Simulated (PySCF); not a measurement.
Molfile (atoms numbered from 1):
```
C7H11N3
     RDKit          3D

 21 21  0  0  0  0  0  0  0  0999 V2000
   -2.7782    1.5878    1.7405 C   0  0  0  0  0  0  0  0  0  0  0  0
   -2.5597    0.4397    1.0902 C   0  0  0  0  0  0  0  0  0  0  0  0
   -1.4826    0.2122    0.1368 C   0  0  0  0  0  0  0  0  0  0  0  0
   -1.1628   -0.9604   -0.5801 C   0  0  0  0  0  0  0  0  0  0  0  0
   -0.1005   -0.7169   -1.3385 N   0  0  0  0  0  0  0  0  0  0  0  0
    0.1867    0.5412   -1.0846 N   0  0  0  0  0  0  0  0  0  0  0  0
    1.3432    1.1880   -1.6679 C   0  0  0  0  0  0  0  0  0  0  0  0
    2.6435    0.7807   -0.9879 C   0  0  0  0  0  0  0  0  0  0  0  0
    2.7258    1.1897    0.4731 C   0  0  0  0  0  0  0  0  0  0  0  0
   -0.5894    1.1444   -0.2149 N   0  0  0  0  0  0  0  0  0  0  0  0
   -3.6067    1.6917    2.4442 H   0  0  0  0  0  0  0  0  0  0  0  0
   -2.1296    2.4531    1.5811 H   0  0  0  0  0  0  0  0  0  0  0  0
   -3.2178   -0.4182    1.2617 H   0  0  0  0  0  0  0  0  0  0  0  0
   -1.6508   -1.9331   -0.5788 H   0  0  0  0  0  0  0  0  0  0  0  0
    1.3602    0.9190   -2.7333 H   0  0  0  0  0  0  0  0  0  0  0  0
    1.1634    2.2682   -1.5789 H   0  0  0  0  0  0  0  0  0  0  0  0
    2.7558   -0.3113   -1.0898 H   0  0  0  0  0  0  0  0  0  0  0  0
    3.4708    1.2327   -1.5604 H   0  0  0  0  0  0  0  0  0  0  0  0
    1.8929    0.7679    1.0559 H   0  0  0  0  0  0  0  0  0  0  0  0
    3.6646    0.8414    0.9285 H   0  0  0  0  0  0  0  0  0  0  0  0
    2.6814    2.2844    0.5862 H   0  0  0  0  0  0  0  0  0  0  0  0
  1  2  2  0
  2  3  1  0
  3  4  1  0
  4  5  2  0
  5  6  1  0
  6  7  1  0
  7  8  1  0
  8  9  1  0
  6 10  1  0
 10  3  2  0
  1 11  1  0
  1 12  1  0
  2 13  1  0
  4 14  1  0
  7 15  1  0
  7 16  1  0
  8 17  1  0
  8 18  1  0
  9 19  1  0
  9 20  1  0
  9 21  1  0
M  END
```

Geometry: PBE0-D3(BJ)/def2-SVP; GIAO shifts from PySCF 2.14, gas phase, non-relativistic, averaged over equivalent atoms.

At B3LYP/pcSseg-1 (225 basis functions, 35 s wall time on 1 thread of an Arm Neoverse V2, shared host):
| atoms | δ (ppm) |
| --- | --- |
| C3 | 150.2 |
| C4 | 139.2 |
| C2 | 133.3 |
| C1 | 122.4 |
| C7 | 58.4 |
| C8 | 28.3 |
| C9 | 13.1 |
| N5 | 367.4 |
| N10 | 362.4 |
| N6 | 288.0 |
| H14 | 7.26 |
| H12 | 6.49 |
| H13 | 6.44 |
| H11 | 5.42 |
| H15/H16 | 4.14 |
| H17/H18 | 1.72 |
| H19/H20/H21 | 0.81 |

Scale: $^{13}$C (179.24 ppm) and $^{1}$H (31.38 ppm) vs TMS; $^{15}$N (263.54 ppm) vs NH3 (reference shieldings calculated alike).

**Question.** What do these become at PBE0/pcSseg-1?

**Answer.** 
```tsv
atoms	δ at PBE0/pcSseg-1	change
C3	148.6	-1.6
C4	138.6	-0.6
C2	132.8	-0.5
C1	123.4	+1.0
C7	57.1	-1.3
C8	26.9	-1.4
C9	12.5	-0.6
N5	361.8	-5.6
N10	357.2	-5.2
N6	282.1	-5.9
H14	7.38	+0.12
H12	6.60	+0.11
H13	6.56	+0.12
H11	5.58	+0.16
H15/H16	4.17	+0.03
H17/H18	1.70	-0.02
H19/H20/H21	0.79	-0.02
```

Chemical shifts δ = σref − σ; $^{13}$C (σref 184.41), $^{1}$H (σref 31.27) against TMS; $^{15}$N (σref 265.67) against NH3, all at this level.

The largest change is at N6 (pyrrole-type ring nitrogen). Cost: 225 basis functions, 39 s wall time on 1 thread of an Arm Neoverse V2, shared host. The order of the carbon signals is the same at both levels.

Experimental scales use liquid or dissolved standards, which lie at an offset from isolated NH3 (liquid NH3: subtract about 20 ppm). Unscaled 15N shifts of sp2 nitrogen often come out too high even then, by a few to some tens of ppm.
